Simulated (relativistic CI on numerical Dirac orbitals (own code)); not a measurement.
Ir⁷⁺ (5d2) in a crystal field

Calculated by Dirac-Coulomb-Breit CI, orbitals from a KLI potential per configuration, model QED, valence Slater integrals scaled by 0.9, one configuration in a parametric crystal field (own radial code). With so little scaling, terms lie 10 to 35 % too far apart, which can change the order of excited levels.

Field parameters in Wybourne normalisation: D3d B²₀ = −7Dσ, B⁴₀ = −14Dq − 21Dτ, B⁴₃ = −14√(10/7) Dq; D4h B²₀ = −7Ds, B⁴₀ = 21(Dq − Dt), B⁴₄ = 21√(5/14) Dq; Oh B⁴₀ = 21Dq, B⁴₄ = √(5/14) B⁴₀. The field is a parameter set, without covalency.

S and J are read from ⟨S²⟩ = S(S + 1) and ⟨J²⟩ = J(J + 1) of each level; they are not fictitious spins.

D4h, 10Dq = 16650, Ds = 2270, Dt = 780 cm⁻¹, the lowest 10 levels:

| E (cm⁻¹) | Degeneracy | Irrep | S | J |
| --- | --- | --- | --- | --- |
| 0.0 | 1 | A1 | 0.95 | 2.07 |
| 1345 | 1 | B1 | 0.94 | 2.16 |
| 1580 | 2 | E | 0.93 | 2.24 |
| 3892 | 1 | B2 | 0.88 | 2.25 |
| 12050 | 2 | E | 0.99 | 3.07 |
| 12500 | 1 | A2 | 1.00 | 3.17 |
| 14767 | 1 | B2 | 0.85 | 3.04 |
| 16451 | 1 | A1 | 0.92 | 3.25 |
| 17528 | 2 | E | 0.93 | 3.24 |
| 18606 | 1 | B1 | 1.00 | 2.99 |

D3d, 10Dq = 31350, Dσ = 540, Dτ = 50 cm⁻¹, the lowest 16 levels:

| E (cm⁻¹) | Degeneracy | Irrep | S | J |
| --- | --- | --- | --- | --- |
| 0.0 | 2 | E | 0.95 | 2.41 |
| 881 | 2 | E | 0.94 | 2.51 |
| 1215 | 1 | A1 | 0.94 | 2.51 |
| 9384 | 1 | A2 | 1.00 | 3.22 |
| 10335 | 2 | E | 0.99 | 3.25 |
| 11813 | 1 | A1 | 0.94 | 3.33 |
| 18371 | 1 | A1 | 0.32 | 3.22 |
| 19567 | 2 | E | 0.31 | 3.16 |
| 21414 | 2 | E | 0.24 | 3.04 |
| 34370 | 1 | A2 | 1.00 | 3.00 |
| 36446 | 1 | A1 | 0.91 | 2.91 |
| 36643 | 2 | E | 0.93 | 2.85 |
| 36676 | 1 | A1 | 0.58 | 2.84 |
| 37884 | 2 | E | 0.97 | 3.39 |
| 38929 | 1 | A2 | 0.97 | 3.43 |
| 39336 | 2 | E | 0.97 | 3.50 |

Oh, 10Dq = 43300 cm⁻¹, the lowest 16 levels:

```
E (cm⁻¹)  Degeneracy  Irrep     S     J
     0.0           2      E  0.95  2.48
     688           3     T2  0.95  2.58
    9243           3     T1  1.00  3.26
   10704           1     A1  0.94  3.36
   19371           3     T2  0.21  3.20
   20363           2      E  0.17  3.10
   38044           1     A1  0.30  2.96
   45070           1     A2  1.00  3.00
   46764           3     T2  0.97  2.92
   48790           3     T1  0.97  3.36
   49244           2      E  0.98  3.42
   56420           1     A1  0.91  1.84
   57419           3     T1  0.96  2.00
   58227           3     T2  0.65  2.81
   63153           2      E  0.97  2.59
   67021           3     T2  0.61  2.61
```

The free-ion ground term has S = 1. Every field shown keeps that spin.

Levels of this model without a field, named by their leading LS term: ³F2 0, ³F3 11895, ³P0 18191, ³F4 20815, ¹D2 22794, ³P1 25496, ¹G4 35932, ³P2 38625 cm⁻¹.
